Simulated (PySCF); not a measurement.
CH5ClSSi.
SMILES with atom numbers: `[CH3:1][S:2][SiH2:3][Cl:4]` (hydrogens: H5, H6, H7 on C1; H8, H9 on Si3)

Level of theory: PySCF 2.14.0, PBE0-D3(BJ)/def2-SVP geometry optimisation, gas phase.

Problem. Give the optimised bond lengths and angles.

Solution. 
```tsv
bond	length (pm)	order
C1–S2	182.4	single
S2–Si3	213.0	single
Si3–Cl4	206.2	single
C1–H5, C1–H6, C1–H7	109.9	single
Si3–H8, Si3–H9	149.1	single
```

Bonds in one row agree within 1 pm and their mean is given. Orders are formal, as drawn. A selection of angles:
```tsv
angle	degrees
S2–C1–H5	111.6
S2–C1–H7	106.4
H5–C1–H6	109.9
C1–S2–Si3	97.8
S2–Si3–Cl4	107.0
S2–Si3–H8	111.5
Cl4–Si3–H8	108.9
H8–Si3–H9	109.1
```

Torsions: C1–S2–Si3–Cl4 180° (antiperiplanar).

The 4 heavy atoms lie in one plane (0.001 Å rms). Si3 (chlorine-bound silicon) is tetrahedral (angles from 107.0° to 111.5°). S2 (sulfur bonded to C and Si) is bent (angle 97.8°).

Point group: Cs (every atom within 0.08 Å of its image). No frequency check. The numbers are those of one conformer.

On an Arm Neoverse V2 with one thread, no GPU, on a shared host, this took 12 s and 0.38 GiB of memory at its peak. These figures are those of the optimisation.
